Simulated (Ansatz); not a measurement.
Consider the germylene loss: `[AlH2][NH][SiH2][GeH3]` → `[AlH2][NH][SiH3]` + `[GeH2]`.

Calculated with Ansatz (gas phase, PBE0-D4/def2-TZVP geometries, no zero-point term in ΔE). CBS: MP2 limit from def2 TZ/QZ plus the TZ coupled-cluster correction, frozen cores. Functionals use def2-TZVPP. For Ge outer-core shells are correlated without core-valence functions, which leaves a few kJ/mol of doubt a bond. Scalar relativity is left out up to krypton. Each species was taken in one conformer, which may not be the lowest.

`[AlH2][NH][SiH2][GeH3]`:

Cartesian coordinates in Å:
```
Al -1.529 -1.932 0.982
N -0.443 -1.139 -0.190
Si -0.401 0.516 -0.692
Ge 1.677 1.557 -0.161
H -1.303 -3.474 1.255
H -2.643 -1.048 1.671
H 0.266 -1.724 -0.613
H -1.503 1.218 0.019
H -0.626 0.662 -2.160
H 2.848 0.779 -0.795
H 1.910 1.579 1.362
H 1.745 3.006 -0.677
```

`[AlH2][NH][SiH3]`:

Z-matrix (Å, degrees):
```
Si
N 1 1.727
H 1 1.490 2 112.2
H 1 1.485 2 107.4 3 -119.7
H 1 1.490 2 112.2 3 120.6
Al 2 1.782 1 129.3 3 119.7
H 2 1.012 1 114.6 3 -60.3
H 6 1.583 2 117.4 1 180.0
H 6 1.580 2 118.1 1 0.0
```

`[GeH2]`:

Cartesian coordinates in Å:
```
Ge -0.500 -0.552 0.057
H 0.783 -0.110 0.895
H -0.282 0.663 -0.952
```

Is it downhill or uphill in electronic energy at CCSD(T)/CBS, and by how much? (An estimate is asked.)

Ansatz gave: Uphill: ΔE = +44.1 kcal/mol.

What do these levels give: PBE-D4, BHLYP-D4, ωB97X-V, CAM-B3LYP, SCS-MP2/def2-QZVPP, HF/CBS(def2)? (An estimate is asked.)

The calculation gave: PBE-D4 45.7, BHLYP-D4 42.3, ωB97X-V 44.9, CAM-B3LYP 40.4, SCS-MP2/def2-QZVPP 43.2, HF/CBS(def2) 34.2 kcal/mol.

Largest T1 diagnostic among the species: 0.012.

At CCSD(T), def2-SVP lies −3.1 kcal/mol from the extrapolated value and def2-TZVPP +0.4 kcal/mol. From BLYP to BHLYP (50 % exact exchange), in def2-TZVPP and without D4, ΔE moves by +4.9 kcal/mol. Leaving LDA and LC-ωPBE aside and taking each functional with its dispersion term where it has one, the values, not all of them listed here, spread over 10.1 kcal/mol, from BLYP-D4 to PBE-QIDH. LDA lies +10.4 kcal/mol from PBE without D4.
